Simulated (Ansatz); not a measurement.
A series at Si: from `N[Si](Cl)(Cl)Cl`, ligands are replaced one by one, each step taking up H–F and setting free HCl; n counts the steps. Ansatz, PBE0-D4/def2-TZVP geometries. Each molecule was computed in one conformer, which needn't be the lowest.

```tsv
n	molecule	HOMO energy, ωB97M-V/def2-TZVPP (eV)
0	`N[Si](Cl)(Cl)Cl`	-10.68
1	`N[Si](F)(Cl)Cl`	?
2	`N[Si](F)(F)Cl`	-10.86
3	`N[Si](F)(F)F`	-11.08
```

By hand: fit a straight line y = ȳ + b (n − n̄) to the 3 given rows and predict n = 1.

n̄ = 1.667, ȳ = -10.873; Σ(n − n̄)(y − ȳ) = -0.593, Σ(n − n̄)² = 4.667, so b = -0.127 eV a step. Prediction: -10.873 + (-0.127) × (-0.667) = -10.79 eV.

By hand: compare with the computed value, -10.87 eV, and give the steps along the whole series.

The line misses by -0.08 eV (computed minus predicted). Steps: -0.19, 0.01, -0.22 eV.

The steps change sign along the series, so a line is a poor guide. The highest orbital can change its character along such a series. The miss is 20.0 % of the series' range.
